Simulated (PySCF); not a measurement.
# Molecular orbitals of RuN

PBE0 at R = 1.633 Å; basis Ru cc-pVDZ-PP with ECP28, N cc-pVDZ; scalar-relativistic core potentials; PySCF 2.14. State: quartet, unpaired electrons σ ↑, π ↑, δ ↑, a mixture of terms (⟨Lz²⟩ = 5.0), a second solution, started from another occupation. Only the outer orbitals are listed, counted within each symmetry, core potentials removing the inner ones.

| spin | orbital | occ. | ε (eV) | on Ru (%) | main shells (%) |
| --- | --- | --- | --- | --- | --- |
| α | 4σ | 1 | -21.00 | 21 | 78 N s, 13 Ru d |
| α | 2π | 1 | -11.03 | 59 | 58 Ru d, 41 N p |
| α | 5σ | 1 | -10.59 | 49 | 46 Ru d, 39 N p, 12 N s |
| α | 2π | 1 | -10.35 | 65 | 64 Ru d, 35 N p |
| α | 1δ | 1 | -8.81 | 99 | 99 Ru d |
| α | 1δ | 1 | -7.95 | 100 | 100 Ru d |
| α | 6σ | 1 | -6.09 | 85 | 68 Ru s, 15 N p, 13 Ru d |
| α | 3π | 1 | -5.59 | 53 | 47 N p, 37 Ru d, 16 Ru p |
| α | 3π | 0 | -2.99 | 58 | 42 N p, 29 Ru p, 29 Ru d |
| α | 7σ | 0 | -1.57 | 75 | 37 Ru p, 24 N p, 24 Ru d |
| α | 4π | 0 | 0.06 | 92 | 84 Ru p, 8 N p |
| β | 1π | 1 | -50.41 | 100 | 100 Ru p |
| β | 1π | 1 | -49.81 | 100 | 100 Ru p |
| β | 4σ | 1 | -20.48 | 22 | 77 N s, 12 Ru d |
| β | 2π | 1 | -9.82 | 48 | 52 N p, 46 Ru d |
| β | 5σ | 1 | -9.67 | 41 | 47 N p, 37 Ru d, 12 N s |
| β | 2π | 1 | -9.02 | 54 | 52 Ru d, 46 N p |
| β | 1δ | 1 | -6.96 | 100 | 100 Ru d |
| β | 6σ | 0 | -2.94 | 94 | 56 Ru s, 35 Ru d |
| β | 1δ | 0 | -2.59 | 99 | 78 Ru d, 19 Ru s |
| β | 3π | 0 | -2.20 | 66 | 47 Ru d, 34 N p, 19 Ru p |

Problem. Which are the highest filled and the lowest empty level, where do they sit, and how wide is the gap?

Solution. Highest filled α 3π at -5.59 eV (in %: 47 N p, 37 Ru d, 16 Ru p); lowest empty α 3π at -2.99 eV (in %: 42 N p, 29 Ru p, 29 Ru d); the gap at PBE0 is 2.60 eV. Both belong to one degenerate shell, split only by its one-sided filling, so this is no excitation gap.

- bond order (Mayer): 2.96
- ⟨S²⟩: 3.785
- charge on Ru (Mulliken, basis-dependent): 0.09
- charge on Ru (Löwdin, basis-dependent): 0.16
- dipole moment (positive dipole means Ru(−)N(+)): -2.68 D

Spin–orbit coupling is left out.
